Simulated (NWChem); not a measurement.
**A calculation on ClZn (+1)**

SMILES: [Cl][Zn+]
```xyz
2

Zn     0.0000     0.0000    -0.7487
Cl     0.0000     0.0000     1.3212
```
Charge +1, spin multiplicity 1.

Program: NWChem. The geometry was optimised at PBE0/def2-SVP, a minimum by its harmonic frequencies.

Symmetry labels belong to the abelian group C2v used in the runs, with the axes of the coordinates shown; states degenerate in a higher group split over its labels.

The spin multiplicity of the parent species was assumed, not shown to be that of its ground state. The structure started from a generated list of species.

Q: List the lowest 6 singlet excitations that CIS/def2-SVPD gives, with oscillator strengths.

A: 
```csv
state,symmetry,energy (eV),wavelength (nm),f
1,b2,4.05,306,0.011
2,b1,4.05,306,0.011
3,a1,6.06,205,0.192
4,a2,8.12,153,0.000
5,a2,8.12,153,0.000
6,a1,8.12,153,0.000
```
